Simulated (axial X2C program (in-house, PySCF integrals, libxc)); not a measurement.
Outer orbitals of RhC at 1.591 Å, BLYP

All values were computed with an in-house all-electron X2C program for linear molecules (integrals from PySCF). Spin-free means the one-electron spin-free X2C Hamiltonian; two-component (2c) means X2C with spin–orbit coupling and atomic mean-field two-electron Coulomb and Gaunt terms, so the difference of the two also holds small scalar two-electron terms. Basis: Rh dyall-cv3z [12s12p8d5f3g], C dyall-v3z [7s6p2d1f] (cores contracted in-house); Gaussian nuclei, density fitting, unrestricted open shells. Masses: Rh 102.906 u, C 12.000 u.

The distance is close to the 2c PBE0 minimum; the highest filled and lowest empty levels are listed.

Spin-free orbitals, state M_S = 1/2, Λ = 0 (beyond evenly filled blocks: σα) (Löwdin shares):

```tsv
symmetry	occupied	ε (eV)	atomic character
σα	yes	-14.50	48% C s, 30% Rh d, 9% Rh s
σβ	yes	-14.41	48% C s, 30% Rh d, 9% Rh s
π-α	yes	-8.58	67% Rh d, 29% C p
π+α	yes	-8.58	67% Rh d, 29% C p
π-β	yes	-8.47	66% Rh d, 30% C p
π+β	yes	-8.47	66% Rh d, 30% C p
σα	yes	-8.26	41% Rh d, 32% C p, 15% C s
σβ	yes	-7.92	41% Rh d, 30% C p, 16% C s
δ-α	yes	-5.82	99% Rh d
δ+α	yes	-5.82	99% Rh d
δ-β	yes	-5.57	99% Rh d
δ+β	yes	-5.57	99% Rh d
σα	yes	-4.52	53% Rh s, 26% C p, 10% Rh d
σβ	no	-3.98	52% Rh s, 26% C p, 10% Rh d
π-α	no	-3.14	42% C p, 27% Rh p, 24% Rh d
π+α	no	-3.14	42% C p, 27% Rh p, 24% Rh d
π-β	no	-2.96	43% C p, 26% Rh d, 24% Rh p
π+β	no	-2.96	43% C p, 26% Rh d, 24% Rh p
```

Spinors with spin–orbit coupling (state Ω = 1/2):

```json
{"ω": "1/2", "occupied": "yes", "ε (eV)": "-14.50", "atomic character": "48% C s, 30% Rh d, 9% Rh s", "λ mixture": "100% σ"}
{"ω": "-1/2", "occupied": "yes", "ε (eV)": "-14.40", "atomic character": "47% C s, 30% Rh d, 9% Rh s", "λ mixture": "100% σ"}
{"ω": "-1/2", "occupied": "yes", "ε (eV)": "-8.65", "atomic character": "67% Rh d, 28% C p", "λ mixture": "98% π, 2% σ"}
{"ω": "1/2", "occupied": "yes", "ε (eV)": "-8.56", "atomic character": "64% Rh d, 29% C p", "λ mixture": "90% π, 10% σ"}
{"ω": "3/2", "occupied": "yes", "ε (eV)": "-8.54", "atomic character": "67% Rh d, 29% C p", "λ mixture": "100% π"}
{"ω": "-3/2", "occupied": "yes", "ε (eV)": "-8.43", "atomic character": "66% Rh d, 30% C p", "λ mixture": "100% π"}
{"ω": "1/2", "occupied": "yes", "ε (eV)": "-8.23", "atomic character": "44% Rh d, 32% C p, 14% C s", "λ mixture": "90% σ, 10% π"}
{"ω": "-1/2", "occupied": "yes", "ε (eV)": "-7.91", "atomic character": "42% Rh d, 30% C p, 16% C s", "λ mixture": "98% σ, 2% π"}
{"ω": "-3/2", "occupied": "yes", "ε (eV)": "-5.96", "atomic character": "99% Rh d", "λ mixture": "100% δ"}
{"ω": "3/2", "occupied": "yes", "ε (eV)": "-5.73", "atomic character": "99% Rh d", "λ mixture": "100% δ"}
{"ω": "5/2", "occupied": "yes", "ε (eV)": "-5.68", "atomic character": "99% Rh d", "λ mixture": "100% δ"}
{"ω": "-5/2", "occupied": "yes", "ε (eV)": "-5.44", "atomic character": "99% Rh d", "λ mixture": "100% δ"}
{"ω": "1/2", "occupied": "yes", "ε (eV)": "-4.52", "atomic character": "53% Rh s, 26% C p, 10% Rh d", "λ mixture": "100% σ"}
{"ω": "-1/2", "occupied": "no", "ε (eV)": "-3.98", "atomic character": "52% Rh s, 26% C p, 10% Rh d", "λ mixture": "100% σ"}
{"ω": "-1/2", "occupied": "no", "ε (eV)": "-3.20", "atomic character": "42% C p, 28% Rh p, 24% Rh d", "λ mixture": "100% π"}
{"ω": "3/2", "occupied": "no", "ε (eV)": "-3.08", "atomic character": "42% C p, 27% Rh p, 25% Rh d", "λ mixture": "100% π"}
{"ω": "1/2", "occupied": "no", "ε (eV)": "-3.02", "atomic character": "43% C p, 26% Rh d, 25% Rh p", "λ mixture": "99% π, 1% σ"}
```

Mulliken charges and populations of the two-component result (they depend on the basis, above all on diffuse functions):

Rh 0.05 e (s 8.79 p 18.11 d 18.04 f 0.02 g 0.01), C -0.05 e (s 3.78 p 2.19 d 0.07 f 0.01). ⟨Lz⟩ = 0.00 ħ and ⟨Sz⟩ = 0.50 ħ (0.41 and 0.09 on the two atoms), which add up to Ω.

The state is a single determinant with fixed occupations, the lowest that a limited PBE0 search found. Density functionals use the spin component along the axis (collinear).
